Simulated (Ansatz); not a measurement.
Consider the atomization: `N=CB(F)S` → B• + C• + F• + 3 H• + N• + S•.

Calculated with Ansatz (gas phase, PBE0-D4/def2-TZVP geometries, no zero-point term in ΔE). CBS: MP2 limit from def2 TZ/QZ plus the TZ coupled-cluster correction, frozen cores. This one scheme is used for every species, atoms too. DFT in def2-TZVPP. HSE06 is defined as in plane-wave codes. No spin–orbit coupling; open shells (•) take unrestricted orbitals. Spin–orbit coupling would lower the free atoms: a little for B, C, F, S. Each species was taken in one conformer, which may not be the lowest.

| level | ΔE (kcal/mol) | difference from CCSD(T)/CBS |
| --- | --- | --- |
| B97M-V | 767.0 | 9.6 |
| r2SCAN0-D4 | 746.0 | -11.4 |
| HSE06-D4 | 766.8 | 9.4 |
| BHLYP-D4 | 730.9 | -26.5 |
| ωB97M-V | 766.0 | 8.6 |
| revPBE | 754.1 | -3.3 |
| BLYP | 760.4 | 3.0 |
| r2SCANh | 756.2 | -1.2 |
| r2SCAN0 | 744.9 | -12.5 |
| CAM-B3LYP | 761.5 | 4.1 |
| HF/def2-SVP | 540.8 | -216.6 |
| HF/def2-TZVPP | 534.1 | -223.3 |
| MP2/def2-TZVPP | 757.4 | 0.0 |
| CCSD/def2-TZVPP | 720.0 | -37.4 |
| CCSD(T)/def2-TZVPP | 735.6 | -21.8 |
| MP2/CBS(def2) | 779.2 | 21.8 |
| CCSD(T)/CBS | 757.4 | 0 |

Largest T1 diagnostic among the species: 0.014.

At CCSD(T), def2-SVP lies −39.9 kcal/mol from the extrapolated value and def2-TZVPP −21.8 kcal/mol: correlation converges slowly with the basis, and small sets miss more of it in the bonded molecule than in its fragments. From PBE to PBE0 (25 % exact exchange), in def2-TZVPP and without D4, ΔE moves by −22.8 kcal/mol: exact exchange takes away binding that semilocal exchange gives to molecules. In def2-TZVPP, CCSD(T) changes the Hartree–Fock value by +201.5 kcal/mol (the triples alone add +15.7 kcal/mol) and MP2 by +223.3 kcal/mol; breaking electron pairs costs correlation energy, which Hartree–Fock lacks.

For atomizations the MP2-based limit and the directly extrapolated one differ by several kJ/mol either way, and by 10 to 25 for some Ge, Se and Sn compounds, so smaller differences from it don't rank the levels.
